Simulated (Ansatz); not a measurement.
`BCN[SiH3]` + `C=N` → `BCN=C` + `N[SiH3]`  (substitution at a C–N bond)

Program: Ansatz. Geometries: PBE0-D4/def2-TZVP. ΔE: electronic, gas phase. CCSD(T)/CBS adds triple-zeta CCSD(T) − MP2 to the extrapolated MP2 energy (def2 sets, frozen cores). This one scheme is used for every species. Functionals use def2-TZVPP. B3LYP here is the variant with VWN-RPA as its local correlation; programs differ in this. HSE06 is defined as in plane-wave codes. Each species was taken in one conformer, which may not be the lowest.

| level | ΔE (kJ/mol) | difference from CCSD(T)/CBS |
| --- | --- | --- |
| revPBE-D4 | -24.3 | 0.8 |
| r2SCAN-D4 | -28.1 | -3.0 |
| B3LYP-D4 | -24.4 | 0.7 |
| ωB97M-V | -23.8 | 1.3 |
| B2PLYP | -27.2 | -2.1 |
| revPBE | -26.9 | -1.8 |
| BLYP | -27.5 | -2.4 |
| r2SCANh | -28.1 | -3.0 |
| HSE06 | -26.5 | -1.4 |
| CAM-B3LYP | -26.2 | -1.1 |
| LC-ωPBE | -24.6 | 0.5 |
| MP2/def2-SVP | -25.3 | -0.2 |
| CCSD/def2-SVP | -21.0 | 4.1 |
| HF/def2-QZVPP | -23.7 | 1.4 |
| HF/CBS(def2) | -23.7 | 1.4 |
| CCSD/CBS(def2) | -24.3 | 0.8 |
| CCSD(T)/CBS | -25.1 | 0 |

Largest T1 diagnostic among the species: 0.012.

Leaving LDA and LC-ωPBE aside and taking each functional with its dispersion term where it has one, the values, not all of them listed here, spread over 4.4 kJ/mol, from r2SCAN-D4 to BHLYP-D4. At CCSD(T), def2-SVP lies +3.3 kJ/mol from the extrapolated value and def2-TZVPP +0.1 kJ/mol.
